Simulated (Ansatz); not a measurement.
`O[SiH2]S[SiH](O)O` + `[SiH3]S` → `O[SiH](O)S[SiH3]` + `O[SiH2]S`  (ligand exchange at the Si–S bond)

Calculated with Ansatz (gas phase, PBE0-D4/def2-TZVP geometries, no zero-point term in ΔE). CCSD(T)/CBS adds triple-zeta CCSD(T) − MP2 to the extrapolated MP2 energy (def2 sets, frozen cores). DFT in def2-TZVPP. One conformer a species, not always the lowest.

`O[SiH2]S[SiH](O)O`:

Z-matrix (Å, degrees):
```
Si
S 1 2.152
O 1 1.635 2 111.9
H 1 1.485 2 107.8 3 122.7
H 1 1.477 2 106.3 3 -117.9
Si 2 2.128 1 95.9 3 -58.1
H 3 0.965 1 115.1 2 46.7
O 6 1.646 2 111.8 1 56.8
O 6 1.633 2 108.3 1 176.2
H 6 1.476 2 111.1 1 -58.6
H 8 0.961 6 116.0 2 74.1
H 9 0.958 6 118.5 2 26.7
```

`[SiH3]S`:

```xyz
6

Si    0.063    0.521    0.061
S     0.657   -1.502   -0.290
H    -0.886    1.000   -0.976
H     1.320    1.302   -0.003
H    -0.568    0.682    1.396
H    -0.586   -2.002   -0.188
```

`O[SiH](O)S[SiH3]`:

```xyz
11

O    -1.120   -0.760   -1.669
Si   -0.470    0.527   -0.914
O    -1.318    1.861   -1.332
S    -0.548    0.407    1.220
Si    1.163   -0.846    1.510
H    -2.040   -0.967   -1.493
H     0.938    0.552   -1.363
H    -1.252    2.627   -0.759
H     1.078   -2.062    0.664
H     2.416   -0.117    1.190
H     1.153   -1.221    2.945
```

`O[SiH2]S`:

Cartesian coordinates in Å:
```
O -0.757 -1.048 0.766
Si 0.032 -0.287 -0.456
S 0.998 1.516 0.149
H -0.264 -1.210 1.572
H 1.150 -1.095 -1.005
H -1.013 -0.032 -1.470
H -0.146 2.157 0.445
```

```tsv
species	r2SCAN energy (Eh)
`O[SiH2]S[SiH](O)O`	-1206.62975
`[SiH3]S`	-690.07116
`O[SiH](O)S[SiH3]`	-1131.34349
`O[SiH2]S`	-765.35566
```

(1) Work out ΔE.

Largest T1 diagnostic among the species: 0.012.

Answers

(1) ΔE = (-1131.34349) + (-765.35566) − (-1206.62975) − (-690.07116) = 0.00176 Eh = +4.6 kJ/mol. CCSD(T)/CBS gives +4.0 kJ/mol.

The D4 term adds +3.8 kJ/mol with B3LYP and +2.0 kJ/mol with PBE0; it sums over pairs of atoms, weighted by their polarisabilities, and B3LYP, whose exchange is more repulsive, gets the larger term. In def2-TZVPP, CCSD(T) changes the Hartree–Fock value by +6.7 kJ/mol (the triples alone add +1.3 kJ/mol) and MP2 by +6.6 kJ/mol.

B3LYP here is the variant with VWN-RPA as its local correlation; programs differ in this.
